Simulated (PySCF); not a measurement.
BFH2O, SMILES B(O)F. Coordinates come from a B3LYP-D3(BJ)/def2-TZVP optimisation. Other conformers were not sampled.

All values below come from B3LYP-D3(BJ)/def2-TZVP (PySCF).

Harmonic wavenumbers (cm⁻¹): 517, 580, 932, 958, 1103, 1210, 1450, 2637, 3852. Rotational constants (GHz): 71.96, 10.22, 8.950; symmetry number 1.

### Question
Work out the zero-point energy and the ideal-gas rigid-rotor harmonic-oscillator thermochemistry at 298.15 K and 1 atm.

### Answer
ZPE = ½ Σ hcν = ½ × 13238 cm⁻¹ = 79.18 kJ/mol. H − E(el) = 90.47 kJ/mol. Entropy in J/(mol K): translation 156.98, rotation 89.61, vibration 6.07, total 252.66. G − E(el) = 15.13 kJ/mol. Cp = 48.89 J/(mol K).
